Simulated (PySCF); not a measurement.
Isomers of C5H9ClO and their computed core-level spectra.

Level of theory: delta-SCF UKS SCAN, pcX-2 on the ionised atom, pcseg-1 elsewhere, spin-free X2C (PySCF). Geometries: PBE0-D3(BJ)/def2-SVP; isolated species, one conformer each.

Line lists (1s up to Mg, 2p3/2 beyond; areas count atoms within a level, one atom standing for each set equivalent by bonding):
1. C 1s: 290.85 (area 1), 290.96 (area 1), 291.02 (area 1), 291.68 (area 1), 294.97 (area 1) eV; O 1s: 538.76 eV; Cl 2p3/2: 206.03 eV
2. C 1s: 290.89 (area 3), 291.66 (area 1), 294.67 (area 1) eV; O 1s: 538.61 eV; Cl 2p3/2: 205.88 eV
3. C 1s: 290.83 (area 2), 292.24 (area 1), 292.25 (area 1), 292.43 (area 1) eV; O 1s: 538.65 eV; Cl 2p3/2: 206.00 eV

Structures:
A. `C(C)(C)(C)C(=O)Cl`
B. `CCCCC(=O)Cl`
C. `C1(CC1)OCCCl`

Task: Which list belongs to which compound?

Result: 
- 1 = B: no other candidate has these counts of sites. C 1s: 290.85 methyl carbon, 290.96 chain CH2 carbon, 291.02 chain CH2 carbon, 291.68 sp3 carbon next to a carbonyl, 294.97 acyl halide carbon; O 1s: 538.76 carbonyl oxygen; Cl 2p3/2: 206.03 chlorine bonded to C.
- 2 = A: no other candidate has these counts of sites. C 1s: 290.89 methyl carbon (×3), 291.66 sp3 carbon next to a carbonyl, 294.67 acyl halide carbon; O 1s: 538.61 carbonyl oxygen; Cl 2p3/2: 205.88 chlorine bonded to C.
- 3 = C: no other candidate has these counts of sites. C 1s: 290.83 three-membered-ring carbon (×2), 292.24 sp3 carbon bound to oxygen, 292.25 sp3 C–Cl carbon, 292.43 sp3 carbon bound to oxygen; O 1s: 538.65 ether oxygen; Cl 2p3/2: 206.00 alkyl chlorine.

The 2p values aren't plain energy differences: one relaxed spin-free 2p hole is combined with a matrix within the shell (ground-state 2p orbital-energy differences and spin–orbit coupling). 2p3/2, the mean of its two sublevels, lies a third of the splitting below the shell's mean and 2p1/2 two thirds above it; the statistical areas are 2:1.
